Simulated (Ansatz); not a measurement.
Consider the substitution at a C–Si bond: `N[SiH2][CH2][GeH2][NH2]` + H–F → `[NH2][GeH2][CH2]F` + `N[SiH3]`.

Program: Ansatz. Geometries: PBE0-D4/def2-TZVP. ΔE: electronic, gas phase. CCSD(T)/CBS is the MP2 limit (def2-TZVPP, def2-QZVPP) plus CCSD(T) − MP2 in def2-TZVPP, frozen cores. This one scheme is used for every species. Functionals use def2-TZVPP. B3LYP here is the variant with VWN-RPA as its local correlation; programs differ in this. For Ge outer-core shells are correlated without core-valence functions, which leaves a few kJ/mol of doubt a bond. Scalar relativity is left out up to krypton. Each species was taken in one conformer, which may not be the lowest.

| level | ΔE (eV) |
| --- | --- |
| PBE-D4 | 1.27 |
| B3LYP-D4 | 1.23 |

**Question.** What does CCSD(T)/CBS give? (Estimate.)

**Answer.** Ansatz gave: +1.42 eV. The listed levels differ from it by -0.15, -0.19 eV.

Largest T1 diagnostic among the species: 0.011.

From PBE to PBE0 (25 % exact exchange), in def2-TZVPP and without D4, ΔE moves by +0.08 eV. The D4 term adds +0.19 eV with B3LYP and +0.11 eV with PBE0; it sums over pairs of atoms, weighted by their polarisabilities, and B3LYP, whose exchange is more repulsive, gets the larger term.
